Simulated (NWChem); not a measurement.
System: C4H6Si; SMILES [SiH3]C#CC=C

Excerpt of the output:

```
             Northwest Computational Chemistry Package (NWChem) 7.3.0
             --------------------------------------------------------

 C1  symmetry detected

                             Geometry "geometry" -> ""
                             -------------------------

 Output coordinates in angstroms (scale by  1.889725989 to convert to a.u.)

  No.       Tag          Charge          X              Y              Z
 ---- ---------------- ---------- -------------- -------------- --------------
    1 C                    6.0000     0.51762883    -3.01501442    -0.00002915
    2 C                    6.0000    -0.47074402    -2.10788619    -0.00007881
    3 C                    6.0000    -0.27193492    -0.70052605     0.00015081
    4 C                    6.0000    -0.13003175     0.51413544     0.00014940
    5 Si                  14.0000     0.09386583     2.32888505    -0.00004793
    6 H                    1.0000     1.56836097    -2.71448027     0.00018352
    7 H                    1.0000     0.29309041    -4.08407149    -0.00015669
    8 H                    1.0000    -1.51458639    -2.44509422    -0.00023040
    9 H                    1.0000     0.87114882     2.74370015    -1.20539632
   10 H                    1.0000     0.83615253     2.74841731     1.22556359
   11 H                    1.0000    -1.23779673     3.00288508    -0.02044629

 Effective nuclear repulsion energy (a.u.)     170.3269192725

                                 NWChem DFT Module
                                 -----------------

 Summary of "ao basis" -> "ao basis" (spherical)
 ------------------------------------------------------------------------------
       Tag                 Description            Shells   Functions and Types
 ---------------- ------------------------------  ------  ---------------------
 C                           6-31g*                  6       14   3s2p1d
 Si                          6-31g*                  8       18   4s3p1d
 H                           6-31g*                  2        2   2s

            General Information
            -------------------
          SCF calculation type: DFT
          Wavefunction type:  closed shell.
          No. of atoms     :    11
          No. of electrons :    44
           Alpha electrons :    22
            Beta electrons :    22
          Charge           :     0
          Spin multiplicity:     1
          Use of symmetry is: off; symmetry adaption is: off
          Maximum number of iterations: 150
          AO basis - number of functions:    86
                     number of shells:    44
          Convergence on energy requested:  1.00D-06
          Convergence on density requested:  1.00D-05
          Convergence on gradient requested:  5.00D-04

              XC Information
              --------------
                        BHLYP Method XC Functional
                     Hartree-Fock (Exact) Exchange  0.500
                        Slater Exchange Functional  0.500 local
                    Becke 1988 Exchange Functional  0.500 non-local
              Lee-Yang-Parr Correlation Functional  1.000

             Grid Information
             ----------------
          Grid used for XC integration:  medium
          Radial quadrature: Mura-Knowles
          Angular quadrature: Lebedev.
          Tag              B.-S. Rad. Rad. Pts. Rad. Cut. Ang. Pts.
          ---              ---------- --------- --------- ---------
          C                   0.70       49          14.0       434
          Si                  1.10       88          13.0       590
          H                   0.35       45          15.0       434
          Grid pruning is: on
          Number of quadrature shells:   554
          Spatial weights used:  Erf1

      Superposition of Atomic Density Guess
      -------------------------------------

 Sum of atomic energies:        -442.44771935

      Non-variational initial energy
      ------------------------------

 Total energy =    -445.007153
 1-e energy   =    -943.283271
 2-e energy   =     327.949199
 HOMO         =      -0.274659
 LUMO         =      -0.033221

     ---------------------------------------------
      Total Density - Mulliken Population Analysis
     ---------------------------------------------

    Atom       Charge   Shell Charges
 -----------   ------   -------------------------------------------------------
    1 C    6     6.40   2.00  0.74  1.91  0.63  1.09  0.03
    2 C    6     6.19   2.00  0.73  1.89  0.47  1.06  0.04
    3 C    6     5.74   2.00  0.74  1.82  0.50  0.63  0.04
    4 C    6     6.57   2.00  0.75  1.94  0.90  0.96  0.03
    5 Si  14    13.62   2.00  2.00  5.97  0.98  1.71  0.31  0.53  0.13
    6 H    1     0.78   0.46  0.32
    7 H    1     0.78   0.46  0.31
    8 H    1     0.76   0.46  0.30
    9 H    1     1.05   0.47  0.59
   10 H    1     1.05   0.47  0.59
   11 H    1     1.05   0.47  0.59

   convergence    iter        energy       DeltaE   RMS-Dens  Diis-err
 ---------------- ----- ----------------- --------- --------- ---------
 d= 0,ls=0.0,diis     1   -445.2668079080 -6.16D+02  7.31D-03  3.08D-01
 d= 0,ls=0.0,diis     2   -445.3093114513 -4.25D-02  3.43D-03  7.17D-02
 d= 0,ls=0.0,diis     3   -445.3117590831 -2.45D-03  1.95D-03  5.66D-02
 d= 0,ls=0.0,diis     4   -445.3188997436 -7.14D-03  3.94D-04  2.33D-03
 d= 0,ls=0.0,diis     5   -445.3192041978 -3.04D-04  9.03D-05  6.67D-05
  Resetting Diis
 d= 0,ls=0.0,diis     6   -445.3192136805 -9.48D-06  3.14D-05  3.76D-06
 d= 0,ls=0.0,diis     7   -445.3192142057 -5.25D-07  1.55D-05  9.07D-07
 d= 0,ls=0.0,diis     8   -445.3192141606  4.50D-08  8.48D-06  1.40D-06

         Total DFT energy =     -445.319214160623
      One electron energy =     -947.166178673803
           Coulomb energy =      376.206930441234
    Exchange-Corr. energy =      -44.686885200527
 Nuclear repulsion energy =      170.326919272473

 Numeric. integr. density =       43.999994555845

                       DFT Final Molecular Orbital Analysis
                       ------------------------------------

 Vector   20  Occ=2.000000D+00  E=-3.856457D-01
              MO Center=  2.5D-03, -7.4D-01,  4.7D-03, r^2= 5.3D+00
   Bfn.  Coefficient  Atom+Function         Bfn.  Coefficient  Atom+Function
  ----- ------------  ---------------      ----- ------------  ---------------
    19      0.313846   2 C  pz               33      0.276042   3 C  pz
     5      0.223239   1 C  pz               23      0.203896   2 C  pz
    65     -0.175695   5 Si pz               47      0.163964   4 C  pz
    37      0.151478   3 C  pz               84     -0.150171  10 H  s
     9      0.148939   1 C  pz               82      0.147702   9 H  s

 Vector   21  Occ=2.000000D+00  E=-3.205085D-01
              MO Center= -2.4D-01,  6.7D-02, -2.2D-03, r^2= 2.5D+00
   Bfn.  Coefficient  Atom+Function         Bfn.  Coefficient  Atom+Function
  ----- ------------  ---------------      ----- ------------  ---------------
    45      0.383880   4 C  px               31      0.379903   3 C  px
    49      0.257258   4 C  px               35      0.228608   3 C  px
    86      0.165139  11 H  s                80      0.099361   8 H  s
     6     -0.096163   1 C  s                85      0.096395  11 H  s
    17     -0.090816   2 C  px               79      0.086288   8 H  s

 Vector   22  Occ=2.000000D+00  E=-2.860621D-01
              MO Center=  2.3D-02, -1.1D+00,  1.1D-03, r^2= 4.0D+00
   Bfn.  Coefficient  Atom+Function         Bfn.  Coefficient  Atom+Function
  ----- ------------  ---------------      ----- ------------  ---------------
    47     -0.333863   4 C  pz                5      0.309547   1 C  pz
    33     -0.255560   3 C  pz                9      0.250818   1 C  pz
    51     -0.239652   4 C  pz               19      0.233998   2 C  pz
    23      0.176922   2 C  pz               37     -0.165521   3 C  pz
    84      0.115990  10 H  s                82     -0.114068   9 H  s

 Vector   23  Occ=0.000000D+00  E= 4.088714D-03
              MO Center=  5.0D-02, -1.2D+00, -1.0D-04, r^2= 5.1D+00
   Bfn.  Coefficient  Atom+Function         Bfn.  Coefficient  Atom+Function
  ----- ------------  ---------------      ----- ------------  ---------------
     9      0.494610   1 C  pz               23     -0.350462   2 C  pz
     5      0.346726   1 C  pz               51      0.306565   4 C  pz
    69      0.291840   5 Si pz               84     -0.276734  10 H  s
    82      0.272163   9 H  s                19     -0.252843   2 C  pz
    47      0.250947   4 C  pz               37     -0.241490   3 C  pz

 Vector   24  Occ=0.000000D+00  E= 5.344375D-02
              MO Center= -9.6D-02,  4.5D-01,  2.7D-03, r^2= 5.1D+00
   Bfn.  Coefficient  Atom+Function         Bfn.  Coefficient  Atom+Function
  ----- ------------  ---------------      ----- ------------  ---------------
    67      0.676783   5 Si px               86      0.633103  11 H  s
     6      0.413518   1 C  s                35     -0.390239   3 C  px
    80     -0.369970   8 H  s                31     -0.347172   3 C  px
    82     -0.328486   9 H  s                49      0.325483   4 C  px
    84     -0.312599  10 H  s                78     -0.278698   7 H  s

 Vector   25  Occ=0.000000D+00  E= 8.325584D-02
              MO Center=  1.7D-01,  2.7D+00, -1.1D-05, r^2= 4.6D+00
   Bfn.  Coefficient  Atom+Function         Bfn.  Coefficient  Atom+Function
  ----- ------------  ---------------      ----- ------------  ---------------
    68      1.420832   5 Si py               48      0.681939   4 C  s
    50      0.631313   4 C  py               86     -0.355608  11 H  s
    36      0.316869   3 C  py               20      0.299022   2 C  s
    82     -0.292978   9 H  s                84     -0.293714  10 H  s
    34      0.286508   3 C  s                64      0.255156   5 Si py

[...]
```

Level: BHandHLYP/6-31G* (spherical d). Coordinates come from a PBE0/def2-SVP optimisation.

Q: Write an input that gives this output.

A: This is not unique; one that fits is the input that was run:
```
start job
memory heap 200 mb stack 900 mb global 1100 mb
geometry units angstroms noautoz
  C      0.528851    -3.015446    -0.044825
  C     -0.458552    -2.112001     0.047830
  C     -0.265801    -0.703911     0.030018
  C     -0.129015     0.511270     0.017220
  Si     0.087167     2.326840    -0.003206
  H      1.573886    -2.711005    -0.142684
  H      0.309241    -4.085331    -0.024378
  H     -1.496586    -2.453090     0.145092
  H      0.746874     2.744585    -1.275755
  H      0.939176     2.749089     1.147840
  H     -1.243060     2.995882     0.101179
end
basis spherical
  C library 6-31g*
  Si library 6-31g*
  H library 6-31g*
end
dft
  xc bhlyp
  iterations 150
  mulliken
end
task dft energy
```
